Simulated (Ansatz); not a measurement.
Consider the ligand exchange at a Ge–N bond: `[GeH3]/[N]=C1\O[SiH2]1` + HBr → `[GeH3][Br]` + `N=C1O[SiH2]1`.

Computed with Ansatz on PBE0-D4/def2-TZVP structures; ΔE is electronic, products minus reactants. CCSD(T)/CBS adds triple-zeta CCSD(T) − MP2 to the extrapolated MP2 energy (def2 sets, frozen cores). DFT in def2-TZVPP. B3LYP here is the variant with VWN-RPA as its local correlation; programs differ in this. HSE06 is defined as in plane-wave codes. For Br, Ge outer-core shells are correlated without core-valence functions, which leaves a few kJ/mol of doubt a bond. Scalar relativity is left out up to krypton. One conformer a species, not always the lowest.

`[GeH3]/[N]=C1\O[SiH2]1`:

Cartesian coordinates in Å:
```
Ge -0.925 -1.867 0.230
N -1.062 -0.113 -0.396
C -0.112 0.667 -0.263
O 1.165 0.529 0.303
Si 0.963 2.111 -0.294
H 0.232 -2.592 -0.478
H -2.262 -2.532 -0.114
H -0.704 -1.867 1.752
H 0.908 3.186 0.720
H 1.796 2.477 -1.460
```

HBr:

Cartesian coordinates in Å:
```
Br -0.689 -0.170 -0.019
H 0.689 0.170 0.019
```

`[GeH3][Br]`:

```xyz
5

Ge   -0.080   -0.097   -0.143
Br    0.887    1.075    1.596
H    -1.158   -1.000    0.463
H     1.031   -0.913   -0.812
H    -0.680    0.934   -1.104
```

`N=C1O[SiH2]1`:

Z-matrix (Å, degrees):
```
Si
C 1 1.806
O 1 1.701 2 46.1
H 1 1.478 2 123.0 3 -95.7
H 1 1.478 2 123.0 3 95.8
N 2 1.246 1 169.5 3 -179.9
H 6 1.015 2 110.9 1 -0.1
```

```csv
level,ΔE (kJ/mol),difference from CCSD(T)/CBS
PBE-D4,-69.8,-4.8
revPBE-D4,-65.4,-0.4
BLYP-D4,-62.8,2.2
r2SCAN-D4,-71.0,-6.0
B97M-V,-68.8,-3.8
PBE0-D4,-73.4,-8.4
B3LYP-D4,-67.2,-2.2
r2SCANh-D4,-72.2,-7.2
r2SCAN0-D4,-74.0,-9.0
HSE06-D4,-73.7,-8.7
BHLYP-D4,-72.1,-7.1
CAM-B3LYP-D4,-66.3,-1.3
ωB97X-V,-69.8,-4.8
ωB97M-V,-71.0,-6.0
B2PLYP,-67.3,-2.3
PBE-QIDH,-70.8,-5.8
revPBE,-75.6,-10.6
BLYP,-70.8,-5.8
r2SCAN,-72.2,-7.2
PBE0,-76.8,-11.8
B3LYP,-73.2,-8.2
r2SCANh,-73.6,-8.6
r2SCAN0,-75.5,-10.5
HSE06,-77.0,-12.0
BHLYP,-76.2,-11.2
LC-ωPBE,-72.2,-7.2
RPA@PBE/def2-TZVPP,-57.8,7.2
HF/def2-SVP,-74.1,-9.1
MP2/def2-SVP,-55.9,9.1
CCSD/def2-SVP,-60.3,4.7
CCSD(T)/def2-SVP,-57.0,8.0
HF/def2-TZVPP,-81.5,-16.5
MP2/def2-TZVPP,-59.5,5.5
CCSD/def2-TZVPP,-64.9,0.1
CCSD(T)/def2-TZVPP,-61.5,3.5
MP2/def2-QZVPP,-61.8,3.2
SCS-MP2/def2-QZVPP,-63.0,2.0
HF/CBS(def2),-82.0,-17.0
MP2/CBS(def2),-63.1,1.9
CCSD/CBS(def2),-68.5,-3.5
CCSD(T)/CBS,-65.0,0
```

(1) What do rigid-rotor, harmonic-oscillator terms from PBE0-D4/def2-TZVP frequencies (298.15 K, 1 bar) make of the CCSD(T)/CBS value? (Best estimate.)

Largest T1 diagnostic among the species: 0.017.

## Answers

(1) Computed: ΔZPE = +13.4 kJ/mol, ΔH = -55.4 kJ/mol, ΔS = -1 J/(mol·K), ΔG = -55.2 kJ/mol. Modes under 50 cm⁻¹ make the entropy rough.

At CCSD(T), def2-SVP lies +8.0 kJ/mol from the extrapolated value and def2-TZVPP +3.5 kJ/mol. Leaving LDA and LC-ωPBE aside and taking each functional with its dispersion term where it has one, the values spread over 11.2 kJ/mol, from r2SCAN0-D4 to BLYP-D4. LDA lies +6.6 kJ/mol from PBE without D4. The D4 term adds +6.0 kJ/mol with B3LYP and +3.5 kJ/mol with PBE0; it sums over pairs of atoms, weighted by their polarisabilities, and B3LYP, whose exchange is more repulsive, gets the larger term.
